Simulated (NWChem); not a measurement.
All runs are NWChem calculations. System: iodine (I2), charge 0, spin multiplicity 1, at a geometry optimised with PBE0/def2-SVP with def2 effective core potentials on I. Level: G0W0@PBE/def2-TZVPP with def2 effective core potentials on I, RI basis def2-tzvpp-rifit, no spin-orbit coupling.

The NWChem input:

```
start mol
memory heap 200 mb stack 700 mb global 1700 mb
geometry units angstroms nocenter noautoz
  I      0.000000     0.000000     1.341220
  I      0.000000     0.000000    -1.341220
  symmetry group D2h
end
basis spherical
  * library def2-tzvpp
end
ecp
  I library def2-ecp
end
basis "ri basis" bse spherical
  * library def2-tzvpp-rifit
end
dft
  xc xpbe96 cpbe96
  iterations 100
  direct
  tolerances tight
end
task dft energy
gw
  states alpha occ 4 vir 2
end
task dft gw
```

NWChem printed:

```
             Northwest Computational Chemistry Package (NWChem) 7.3.0
             --------------------------------------------------------

                                NWChem Input Module
                                -------------------

 Scaling coordinates for geometry "geometry" by  1.889725989
 (inverse scale =  0.529177249)

 Turning off AUTOSYM since
 SYMMETRY directive was detected!

                             Geometry "geometry" -> ""
                             -------------------------

 Output coordinates in angstroms (scale by  1.889725989 to convert to a.u.)

  No.       Tag          Charge          X              Y              Z
 ---- ---------------- ---------- -------------- -------------- --------------
    1 I                   53.0000     0.00000000     0.00000000     1.34122000
    2 I                   53.0000     0.00000000     0.00000000    -1.34122000

 Effective nuclear repulsion energy (a.u.)     554.1443210063

            Nuclear Dipole moment (a.u.)
            ----------------------------
        X                 Y               Z
 ---------------- ---------------- ----------------
     0.0000000000     0.0000000000     0.0000000000

      Symmetry information
      --------------------

 Group name             D2h
 Group number             26
 Group order               8
 No. of unique centers     1

      Symmetry unique atoms

     1


 Summary of "ao basis" -> "" (spherical)
 ------------------------------------------------------------------------------
       Tag                 Description            Shells   Functions and Types
 ---------------- ------------------------------  ------  ---------------------
 *                         def2-tzvpp                 on all atoms

 Summary of "ri basis" -> "" (spherical)
 ------------------------------------------------------------------------------
       Tag                 Description            Shells   Functions and Types
 ---------------- ------------------------------  ------  ---------------------
 *                      def2-tzvpp-rifit              on all atoms

[...]
        1630.386986000535           0.000000000000           0.000000000000
           0.000000000000        1630.386986000535           0.000000000000
           0.000000000000           0.000000000000           0.000000000000

     Multipole analysis of the density
     ---------------------------------

     L   x y z        total         alpha         beta         nuclear
     -   - - -        -----         -----         ----         -------
     0   0 0 0     -0.000000    -25.000000    -25.000000     50.000000

     1   1 0 0     -0.000000     -0.000000     -0.000000      0.000000
     1   0 1 0      0.000000      0.000000      0.000000      0.000000
     1   0 0 1      0.000000      0.000000      0.000000      0.000000

     2   2 0 0    -40.650589    -20.325295    -20.325295      0.000000
     2   1 1 0     -0.000000     -0.000000     -0.000000      0.000000
     2   1 0 1      0.000000      0.000000      0.000000      0.000000
     2   0 2 0    -40.650589    -20.325295    -20.325295      0.000000
     2   0 1 1      0.000000      0.000000      0.000000      0.000000
     2   0 0 2    -34.939923   -178.067070   -178.067070    321.194217

 Task  times  cpu:       12.1s     wall:       12.1s

                                NWChem Input Module
                                -------------------

                                 NWChem GW Module
                                 ----------------

                             ***********************
                             ***        GW       ***
                             ***********************

 Summary of "ri basis" -> "ri basis" (spherical)
 ------------------------------------------------------------------------------
       Tag                 Description            Shells   Functions and Types
 ---------------- ------------------------------  ------  ---------------------
 I                      def2-tzvpp-rifit            38      184   9s8p8d6f4g3h

                 Memory Information
                 ------------------
          Available GA per process is          1699.9 MBs
          Available stack per process is        700.0 MBs
          Available heap per process is           0.0 MBs

          Peak memory in Initialization
              Peak GA per process is                  8.6 MBs
              Peak stack per process is               0.1 MBs
              Peak heap per process is                9.2 MBs
              Memory not in MA per process            0.0 MBs

          Peak memory in AFF Calculation
              Peak GA per process is                 39.5 MBs
              Peak stack per process is              26.8 MBs
              Peak heap per process is                0.0 MBs
              Memory not in MA per process           26.8 MBs

          Computing 2-center integrals
          Computing Inverse Cholesky factor
          Computing 3-center integrals
          Computing V_xc ...

          Computing Sigma_x
          Computing RPA polarizability
          Solving quasiparticle equations

                  Alpha Orbitals
          State     Energy (eV)     Error (eV)
          -----------------------------------
@GW        22        -10.468           0.002
@GW        23        -10.468           0.002
@GW        24         -8.994           0.002
@GW        25         -8.994           0.002
@GW        26         -1.601           0.002
@GW        27          5.021           0.002

   Applying  -2.7440 eV scissor-shift to rest of particle states

   Applying   2.8638 eV scissor-shift to rest of hole states

     GW Timing Statistics
   ------------------------
   Init.   :          0.2s
     ERIs  :          1.5s
     Distr.:          0.0s
     Vxc   :          0.1s
   Sigma_x :          0.0s
   RPA     :          1.9s
   Wmn     :          0.0s
   Sigma_c :          0.0s
   GW total:          3.7s

 Task  times  cpu:        3.7s     wall:        3.7s

 Total times  cpu:       15.8s     wall:       15.8s
```
